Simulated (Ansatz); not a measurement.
Li₅N₂. The state is a doublet with charge 0. Geometry B3LYP-D4/def2-TZVP, basis def2-TZVP, Ansatz.

```xyz
7

Li    1.397    1.529    0.290
Li    0.555    0.452    2.839
Li    0.982   -1.215   -0.053
Li   -1.573   -1.651   -1.449
Li   -1.305    0.842    0.091
N    -0.439   -0.422   -1.062
N     0.384    0.466   -0.657
```

```json
{"run": "A", "HOMO (eV)": "-2.68", "LUMO (eV)": "-1.97"}
{"run": "B", "HOMO (eV)": "-3.26", "LUMO (eV)": "-1.45"}
{"run": "C", "HOMO (eV)": "-4.84", "LUMO (eV)": "-0.07"}
{"run": "D", "HOMO (eV)": "-2.52", "LUMO (eV)": "-2.10"}
{"run": "E", "HOMO (eV)": "-2.67", "LUMO (eV)": "-1.78"}
```

LC-ωPBE has ω = 0.4 bohr⁻¹. Another isomer (doublet) lies 0.60 eV lower at PBE0-D4/def2-TZVP; other spin states weren't run for this one.

HOMO and LUMO are taken over both spins.

Problem. The runs used B97M-V, LC-ωPBE, PBE, PBE0, r2SCAN. Estimate which is which.

Solution. A PBE (0 % exact exchange); B PBE0 (25 % exact exchange); C LC-ωPBE (range-separated); D B97M-V (0 % exact exchange); E r2SCAN (0 % exact exchange). Exact exchange lowers occupied and raises empty levels; among semilocal functionals meta-GGAs tend to open the gap a little, and such runs are hard to tell apart. The gap grows from 0.42 eV (B97M-V) to 4.77 eV (LC-ωPBE). At PBE0-D4/def2-TZVP, LC-ωPBE/def2-TZVP, r2SCAN-D4/def2-TZVP the charge 0 doublet is spin-contaminated (final ⟨S²⟩ up to 1.00, 0.75 for a pure state).
